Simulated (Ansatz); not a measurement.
`[CH3][SnH]([OH])[SH]` and `[CH3][SnH]([CH3])[OH]` differ in one atom or group.

Ansatz, PBE0-D4/def2-TZVP geometries, multiplicity 1. Each molecule was computed in one conformer, which needn't be the lowest.

Elements past krypton have def2 core potentials.

```csv
property,`[CH3][SnH]([OH])[SH]`
HOMO energy (PBE/def2-TZVPP) / eV,-6.13
HOMO energy (PBE0/def2-TZVPP) / eV,-7.38
size of the dipole moment (ωB97M-V/def2-TZVPP) / D,1.19
"ideal-gas entropy at 298 K and 1 bar (rigid rotor, harmonic PBE0-D4/def2-TZVP) / J/(mol·K)",381
HOMO energy (B3LYP/def2-TZVPP) / eV,-7.13
LUMO energy (B3LYP/def2-TZVPP) / eV,-0.69
```

Problem. Give the same properties after the change, and the shifts. (Estimate.)

Solution. Computed: 
| property | `[CH3][SnH]([CH3])[OH]` | shift |
| --- | --- | --- |
| HOMO energy (PBE/def2-TZVPP) / eV | -6.17 | -0.04 |
| HOMO energy (PBE0/def2-TZVPP) / eV | -7.65 | -0.27 |
| size of the dipole moment (ωB97M-V/def2-TZVPP) / D | 1.76 | 0.57 |
| ideal-gas entropy at 298 K and 1 bar (rigid rotor, harmonic PBE0-D4/def2-TZVP) / J/(mol·K) | 384 | 3 |
| HOMO energy (B3LYP/def2-TZVPP) / eV | -7.41 | -0.28 |
| LUMO energy (B3LYP/def2-TZVPP) / eV | -0.13 | 0.56 |

With PBE0 the HOMO falls by 0.27 eV and the LUMO rises by 0.53 eV, so the gap widens by about 0.80 eV. PBE moves the HOMO by -0.04 eV and ωB97M-V by -0.33 eV. The zero-point energy changes by 69.1 kJ/mol with +6 modes. Dipoles are sizes alone; their direction can turn. Modes under 60 cm⁻¹, often nearly free rotors, make the harmonic entropy too high.

B3LYP here is the variant with VWN-RPA as its local correlation; programs differ in this.
